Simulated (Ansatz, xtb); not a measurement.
## Isomers of C2H8SeSi in order of energy

5 gas-phase structures of C2H8SeSi, from a drawn sample of its isomers (lower ones may exist). Each was relaxed with GFN2-xTB; where two conformers were screened, the lower at r2SCAN-D4/def2-SVP is listed:

A. `C[SiH2][Se]C`, a singlet
B. `CC[SiH2][SeH]`, a singlet
C. `[SiH3]CC[SeH]`, a singlet
D. `C[SiH](C)[SeH]`, a singlet
E. `CC[Se][SiH3]`, a singlet

Q: Make a reasoned guess at their ranking by r2SCAN-D4/def2-SVP single-point energy.

A: Calculated order at r2SCAN-D4/def2-SVP: D (0.0), B (50.9), A (53.2), E (91.5), C (157.8) kJ/mol. Less than 1 kcal/mol parts B and A, so the order within that pair means little.

Energies above the lowest of each column, in kJ/mol; the last columns are at PBE0-D3(BJ)/def2-SVP geometries and were run for some of them only (a dash: not run or not comparable):

| structure | GFN2-xTB | HF/STO-3G | r2SCAN-D4/def2-SVP | PBE0-D3(BJ)/def2-SVP | CCSD(T)/def2-SVP + ΔMP2/def2-TZVPP |
| --- | --- | --- | --- | --- | --- |
| D | 27.8 | 0.0 | 0.0 | 0.0 | 0.0 |
| B | 11.4 | 49.9 | 50.9 | 47.4 | 53.3 |
| A | 25.6 | 32.7 | 53.2 | 54.7 | 51.4 |
| E | 0.0 | 77.1 | 91.5 | – | – |
| C | 98.2 | 159.2 | 157.8 | – | – |

CCSD(T)/def2-SVP + ΔMP2/def2-TZVPP puts D lowest of those it was run on; GFN2-xTB picks E. CCSD(T)/def2-SVP + ΔMP2/def2-TZVPP orders those it was run on as D (0.0), A (51.4), B (53.3) kJ/mol. Less than 1 kcal/mol parts A and B, so the order within that pair means little. Flexible structures stand in one conformer each, not always the lowest. Frequencies (GFN2-xTB) were run for A, B, D alone. The ΔMP2 step shifts differences by up to 15.8 kJ/mol, which makes them less sure. ΔMP2 is the change of the MP2 energy from the smaller to the larger basis.

Over these structures GFN2-xTB departs from r2SCAN-D4/def2-SVP by 30.5 kJ/mol on average once a common shift is removed. A GFN2-xTB relaxation took about 0.17 s and the r2SCAN-D4/def2-SVP energy about 3 s on a shared host (Ansatz 0.2.0, xtb 6.7.1).
